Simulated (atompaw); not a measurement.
# u(r) = r·R(r): atom against pseudo-atom (germanium (Ge))

Columns: radius, all-electron u(r) and pseudo u(r) of the 4s shell (level -11.74 eV) of germanium in the configuration [Ar] 3d10 4s2 4p2; PBEsol, scalar-relativistic, PAW (atompaw) scheme, atompaw 4.2.0.5.

```
r (bohr)  all-electron  pseudo
   0.088        0.1178  0.0631
   0.177        0.1814  0.1264
   0.265       -0.0440  0.1883
   0.354       -0.2546  0.2496
   0.442       -0.3443  0.3087
   0.531       -0.3233  0.3664
   0.619       -0.2300  0.4211
   0.708       -0.0979  0.4735
   0.796        0.0450  0.5221
   0.885        0.1859  0.5677
   0.973        0.3131  0.6088
   1.062        0.4251  0.6461
   1.150        0.5180  0.6784
   1.238        0.5932  0.7058
   1.327        0.6527  0.7285
   1.415        0.6966  0.7457
   1.504        0.7277  0.7578
   1.592        0.7470  0.7645
   1.681        0.7567  0.7661
   1.769        0.7581  0.7626
   1.858        0.7526  0.7545
   1.946        0.7414  0.7421
   2.035        0.7255  0.7257
   2.123        0.7062  0.7062
   2.212        0.6838  0.6838
   2.300        0.6596  0.6596
```

(1) How many radial nodes do the two functions have?

(2) Is the pseudo-wave norm-conserving?

Answers

(1) The all-electron 4s function has n − l − 1 = 3 (the table is too coarse to show those close to the nucleus); the pseudo-wave has 0, since the states of the same l below it are removed with the core.

(2) No, it belongs to a PAW set: the norm inside the radius is not constrained, and the difference is carried by the augmentation charge.
